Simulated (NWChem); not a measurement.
Species: stibine (SbH$_{3}$); SMILES [SbH3]

```xyz
4

Sb     0.0000     0.0000     0.0329
H     -0.3436     1.3691    -0.9290
H      1.3574    -0.3870    -0.9290
H     -1.0138    -0.9821    -0.9290
```
Atoms are numbered in this order, from 1.

Results from NWChem. STO-3G and 3-21G are far too small for this property and stand as cheap habits. Coordinates come from a PBE0-D3(BJ)/def2-TZVP optimisation. def2 effective core potentials on Sb; no spin-orbit coupling. B3LYP is NWChem's, with the RPA form of VWN correlation. Field at 589 nm.

```tsv
level	isotropic polarisability (bohr³)	anisotropy (bohr³)	relative time
B3LYP/STO-3G (all-electron, non-relativistic)	16.4	6.5	1
B3LYP/def2-SVP (core potentials)	38.2	2.8	2
B3LYP/def2-SVPD (core potentials)	48.9	1.4	2
B3LYP/def2-TZVPD (core potentials)	49.8	2.2	9
```

Relative times are rough (shared machine, one core).
